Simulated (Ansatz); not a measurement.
Computed with Ansatz on PBE0-D4/def2-TZVP structures; ΔE is electronic, products minus reactants. CCSD(T)/CBS is the MP2 limit (def2-TZVPP, def2-QZVPP) plus CCSD(T) − MP2 in def2-TZVPP, frozen cores. This one scheme is used for every species. DFT in def2-TZVPP. HSE06 is defined as in plane-wave codes. def2 core potentials past Kr. For I, In outer-core shells are correlated without core-valence functions, which leaves a few kJ/mol of doubt a bond. One conformer a species, not always the lowest.

Consider the formal hydrolysis of the In–I bond: `[CH3][In]([CH3])[I]` + H₂O → `[CH3][In]([CH3])[OH]` + HI.

| level | ΔE (kJ/mol) | difference from CCSD(T)/CBS |
| --- | --- | --- |
| LDA (SPW92) | 117.2 | -11.0 |
| BLYP-D4 | 110.8 | -17.4 |
| HSE06-D4 | 133.1 | 4.9 |
| BHLYP-D4 | 136.2 | 8.0 |
| ωB97X-V | 120.9 | -7.3 |
| PBE-QIDH | 134.5 | 6.3 |
| PBE | 117.0 | -11.2 |
| r2SCAN | 123.0 | -5.2 |
| HSE06 | 130.4 | 2.2 |
| CAM-B3LYP | 114.2 | -14.0 |
| RPA@PBE/def2-TZVPP | 110.0 | -18.2 |
| HF/def2-SVP | 146.1 | 17.9 |
| MP2/def2-SVP | 126.0 | -2.2 |
| MP2/def2-TZVPP | 129.8 | 1.6 |
| CCSD(T)/def2-TZVPP | 120.7 | -7.5 |
| MP2/CBS(def2) | 137.4 | 9.2 |
| CCSD(T)/CBS | 128.2 | 0 |

Largest T1 diagnostic among the species: 0.014.

At CCSD(T), def2-SVP lies −7.4 kJ/mol from the extrapolated value and def2-TZVPP −7.5 kJ/mol. In def2-TZVPP, CCSD(T) changes the Hartree–Fock value by −21.7 kJ/mol (the triples alone add −2.2 kJ/mol) and MP2 by −12.6 kJ/mol.

CCSD(T)/CBS has its own doubt, a few kJ/mol and more with outer-core shells, so smaller differences from it don't rank the levels.
